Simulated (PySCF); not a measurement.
State search for MgSn

Unrestricted PBE0; basis Mg aug-cc-pVDZ, Sn aug-cc-pVDZ-PP with ECP28; scalar-relativistic core potentials; PySCF 2.14. Outer shells of the fragments: Mg 3s2; Sn 4d10 5s2 5p2.

Followed along the bond (rough minima from three points):

| 2Ms+1 | unpaired | ⟨S²⟩ at the start | R at minimum (Å) | Te (eV) |
| --- | --- | --- | --- | --- |
| 3 | π ↑↑ | 2.11 | 2.78 | 0.00 |
| 1 | π ↑↓ | 1.01 | 2.78 | 0.28 |
| 3 | σ ↑, π ↑ | 2.01 | 3.09 | 0.55 |
| 1 | σ ↓, π ↑ | 1.01 | 3.02 | 0.66 |
| 1 | none | 0.00 | 2.77 | 0.96 |

Solutions found at the starting distance of 2.705 Å, counted from the lowest of them; the search is not exhaustive and high or unbound solutions are not listed, so other states can lie among these:

| 2Ms+1 | unpaired | term | E (eV) | ⟨S²⟩ | ⟨Lz²⟩ | μ (D) |
| --- | --- | --- | --- | --- | --- | --- |
| 3 | π ↑↑ | ³Σ⁻ | 0.00 | 2.11 | 0.00 | -2.93 |
| 1 | π ↑↓ | mixed | 0.28 | 1.01 | 2.01 | -3.01 |
| 3 | σ ↑, π ↑ | ³Π | 0.73 | 2.01 | 1.00 | 0.21 |
| 1 | σ ↓, π ↑ | mixed | 0.82 | 1.01 | 1.00 | 0.07 |
| 1 | none | mixed | 0.96 | 0.00 | 2.00 | -2.91 |
| 3 | σ ↑↑, π ↑↓ | mixed | 1.79 | 3.01 | 2.01 | -1.67 |
| 1 | σ ↓↓, π ↑↑ | mixed | 1.89 | 2.01 | 0.00 | -1.97 |
| 3 | σ ↑, π ↑ | ³Π | 2.43 | 2.04 | 1.04 | -4.11 |
| 1 | σ ↓, π ↑ | mixed | 2.59 | 1.14 | 1.00 | -3.78 |
| 3 | π ↑↑ | mixed | 2.70 | 2.03 | 2.01 | 1.04 |

A term symbol is given only where ⟨S²⟩ and ⟨Lz²⟩ are close to those of a pure state; real π, δ and φ orbitals otherwise mix terms. A positive dipole means Mg(−)Sn(+).

Spin–orbit coupling is left out.
